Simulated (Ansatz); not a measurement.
`O=C[SiH]1[BH][AlH]1`. Charge 0, multiplicity 1.

| atom | x (Å) | y (Å) | z (Å) |
| --- | --- | --- | --- |
| O1 | 1.241 | 0.457 | 2.306 |
| C2 | 0.670 | 0.299 | 1.280 |
| Si3 | -0.450 | 1.256 | 0.133 |
| B4 | -0.898 | 0.184 | -1.318 |
| Al5 | 0.136 | -1.458 | -0.774 |
| H6 | 0.846 | -0.834 | 0.789 |
| H7 | -0.701 | 2.622 | 0.661 |
| H8 | -1.580 | 0.401 | -2.267 |
| H9 | 0.736 | -2.926 | -0.809 |

List the harmonic frequencies (cm⁻¹, unscaled) at PBE0-D4/def2-TZVP in Ansatz. (An estimate is asked.)

The calculation gave: 78, 153, 224, 289, 375, 390, 425, 494, 618, 644, 653, 725, 730, 756, 845, 1464, 1636, 1924, 1938, 2224, 2692.

Is this a minimum?

Yes, all 21 modes are real.

Give the ideal-gas thermochemistry at 298.15 K and 1 bar (rigid rotor, harmonic oscillator; point group Cs, symmetry number 1).

Zero-point energy 115.3 kJ/mol; H(298) − E = 136.6 kJ/mol; entropy 346.0 J/(mol·K), of which translation 166.0, rotation 114.1, vibration 65.9; G(298) − E = 33.4 kJ/mol. Modes under 100 cm⁻¹ are hindered rotations or soft bends, so the harmonic entropy is rough.

Rotational constants (cm⁻¹)?

0.1491, 0.08388, 0.05369.
